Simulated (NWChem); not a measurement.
GaCl, singlet; SMILES [Cl][Ga]

All runs: NWChem. Pople sets run with spherical d functions. Low-valent species are run as closed-shell singlets; no triplet was tried in these runs. The geometry was optimised at B3LYP/6-31G* (spherical d). Field at 589 nm.

```
level              isotropic polarisability (bohr³)  anisotropy (bohr³)
-----------------  --------------------------------  ------------------
B3LYP/6-31G*                                   43.6                27.3
B3LYP/def2-SVP                                  [?]                 [?]
B3LYP/def2-SVPD                                52.6                24.4
B3LYP/aug-cc-pVDZ                              52.2                26.1
B3LYP/def2-TZVPD                               53.5                24.8
```

### Question
What belongs in the gaps?

### Answer

- B3LYP/def2-SVP, isotropic polarisability (bohr³): 42.3
- B3LYP/def2-SVP, anisotropy (bohr³): 23.7
